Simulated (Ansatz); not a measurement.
C₃H₇B₂F (`BB(F)/C=C/C`), relaxed with RKS PBE0-D4/def2-TZVP in the Gaussian-basis code of Ansatz from a PBE-D4/def2-SVP geometry. The force threshold is 0.005 eV/Å; the program also tests the step.

Charge 0, multiplicity 1.

Start:

```xyz
13

B     0.270    2.306    1.861
B    -0.513    1.116    0.941
F    -1.870    1.076    0.928
C     0.245    0.056    0.086
C    -0.413   -0.845   -0.689
C     0.207   -1.893   -1.554
H     0.625    2.122    3.014
H     0.553    3.402    1.402
H     1.351    0.020    0.083
H    -1.520   -0.811   -0.690
H    -0.152   -2.906   -1.266
H     1.314   -1.883   -1.501
H    -0.097   -1.759   -2.616
```

**Question.** How much energy does the relaxation release, and in how many steps? (Estimate.)

**Answer.** The calculation gave: 1.33 kcal/mol, in 14 steps, 1 of them rejected.

**Question.** Which bonds change most? (Best estimate.)

**Answer.** Computed: B1–H8 from 1.221 to 1.199 Å; B1–H7 from 1.221 to 1.199 Å; C4–C5 from 1.358 to 1.339 Å; C6–H13 from 1.113 to 1.095 Å.

**Question.** Give the relaxed structure. (An estimate is asked.)

**Answer.** The calculation gave: 
```xyz
13

B     0.267    2.284    1.861
B    -0.490    1.117    0.911
F    -1.836    1.094    0.891
C     0.252    0.065    0.054
C    -0.410   -0.837   -0.681
C     0.202   -1.885   -1.537
H     0.567    2.081    3.004
H     0.566    3.363    1.429
H     1.341    0.036    0.031
H    -1.499   -0.814   -0.662
H    -0.126   -2.880   -1.219
H     1.292   -1.850   -1.507
H    -0.126   -1.773   -2.575
```
